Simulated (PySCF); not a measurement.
C5H8, SMILES C1CC1C=C.

The structure is a stationary point at B3LYP-D3(BJ)/def2-SVP. The values are those of a single conformer.

Two levels are set side by side: TDDFT-PBE/def2-SVPD (PySCF) and TDDFT-ωB97X/def2-SVPD (PySCF). Vertical, same geometry. The lowest singlet is HOMO→LUMO+1 100 % with PBE and HOMO→LUMO 95 % with the other functional; states are paired by order. Differences are taken from unrounded values.

```
quantity                               TDDFT-PBE
-------------------------------------  ---------
lowest singlet excitation (eV)              6.21
lowest triplet excitation (TDA) (eV)        4.25
first bright state (f over 0.05) (eV)       6.40
its oscillator strength                     0.43
```

Problem. These are the TDDFT-PBE values. What does TDDFT-ωB97X give? (Estimate from the structure and the level; the computed values follow.)

Solution. 
| quantity | TDDFT-ωB97X | TDDFT-PBE minus TDDFT-ωB97X |
|---|---|---|
| lowest singlet excitation (eV) | 7.03 | -0.81 |
| lowest triplet excitation (TDA) (eV) | 4.30 | -0.05 |
| first bright state (f over 0.05) (eV) | 7.03 | -0.62 |
| its oscillator strength | 0.59 | -0.16 |

Functionals without exact exchange tend to place singlet excitations lower, as here. Differences between two approximate levels are no errors against the true value.

Rough cost on one machine, each run with all the roots and properties that it gave: TDDFT-ωB97X against TDDFT-PBE about 9 times.
